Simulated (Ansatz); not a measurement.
The cluster Cu₂H₂, relaxed as a quintet with UKS PBE0-D4/def2-TZVP in Ansatz, starting from the PBE0-D4/def2-TZVP geometry of the neutral singlet. Force threshold 0.02 eV/Å.

At PBE0-D4/def2-TZVP a singlet of charge 0 lies 5.44 eV below the quintet, each at its own geometry. The structure comes from a short search, and lower isomers may exist.

Start:

```xyz
4

Cu    0.284   -0.100   -0.545
Cu   -0.836    0.364    1.515
H     0.514    0.546   -1.906
H     0.038   -0.810    0.936
```

(1) Estimate the energy that the relaxation releases and the steps that it takes.

(2) Does the start keep its bonding and symmetry?

(3) Predict the relaxed structure.

## Answers

(1) 25.3 kcal/mol, in 11 steps; 46 s on 4 threads of Arm Neoverse V1 on a shared host. The force fell under the threshold at step 9, but the optimiser went on. No frequencies were taken in this run, so the end may be a saddle point.

(2) By distances, no bond broke or formed. The bond that changes most is Cu1–H4, from 1.66 to 1.81 Å (atoms count from 1). Point group Cs at the start, Cs at the end, both within 0.05 Å.

(3) 
```
atom   x (Å)   y (Å)   z (Å)
 Cu1  -0.108   0.709  -0.642
 Cu2  -0.765   0.045   1.753
  H3   0.751  -0.108  -1.641
  H4   0.122  -0.646   0.530
```
Bond lengths (bridged metal pairs left out): 3 × Cu–H 1.55 to 1.81 Å.
